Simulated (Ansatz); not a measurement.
`[CH3][SnH]([F])[I]` + H₂Se → `[CH3][SnH]([F])[SeH]` + HI at 400 K and 1 bar (ligand exchange at the Sn–I bond).

Calculated with Ansatz (gas phase, PBE0-D4/def2-TZVP geometries, no zero-point term in ΔE). CCSD(T)/CBS adds triple-zeta CCSD(T) − MP2 to the extrapolated MP2 energy (def2 sets, frozen cores). Elements past krypton have def2 core potentials. For I, Se, Sn outer-core shells are correlated without core-valence functions, which leaves a few kJ/mol of doubt a bond. Scalar relativity is left out up to krypton. Each species was taken in one conformer, which may not be the lowest.

```json
{"species": "`[CH3][SnH]([F])[I]`", "CCSD(T)/CBS energy (Eh)": "-651.80248", "H − E (kJ/mol)": "151.6", "S (J/(mol·K))": "407.3"}
{"species": "H₂Se", "CCSD(T)/CBS energy (Eh)": "-2401.89790", "H − E (kJ/mol)": "49.4", "S (J/(mol·K))": "229.5"}
{"species": "`[CH3][SnH]([F])[SeH]`", "CCSD(T)/CBS energy (Eh)": "-2755.65149", "H − E (kJ/mol)": "174.2", "S (J/(mol·K))": "418.2"}
{"species": "HI", "CCSD(T)/CBS energy (Eh)": "-298.03592", "H − E (kJ/mol)": "25.7", "S (J/(mol·K))": "215.0"}
```

H − E and S are ideal-gas, rigid-rotor, harmonic terms from PBE0-D4/def2-TZVP, for one conformer and one mirror image of each species. 1 Eh = 2625.50 kJ/mol, R = 8.31446 J/(mol·K).

Task: By hand: ΔE, ΔH, ΔS and ΔG.

Result: ΔE = (-2755.65149) + (-298.03592) − (-651.80248) − (-2401.89790) = 0.01297 Eh = 34.1 kJ/mol. Δ(H − E) = 174.2 + 25.7 − 151.6 − 49.4 = -1.1, so ΔH = 33.0 kJ/mol. ΔS = 418.2 + 215.0 − 407.3 − 229.5 = -3.6 J/(mol·K). ΔG = 33.0 − 400 × (-3.6)/1000 = 34.4 kJ/mol.

Task: By hand: the equilibrium constant, and the temperature at which ΔG would vanish if ΔH and ΔS stayed fixed.

Result: log₁₀ K = −ΔG/(RT ln 10) = -4.5. ΔH and −TΔS have one sign here, so there is no such temperature. One of them is within its doubt of zero, so this could turn.

The number of gas molecules stays the same, so ΔS is small and ΔH decides. A doubt of 5 kJ/mol in ΔE shifts log₁₀ K by 0.7 here. Other conformers and mirror images would add mixing entropy, several J/(mol·K) or more a flexible species. These are equilibria of isolated gas molecules and say nothing of rates. Largest T1 diagnostic: 0.012 (customary marks: 0.02 for closed shells, 0.045 for open ones).
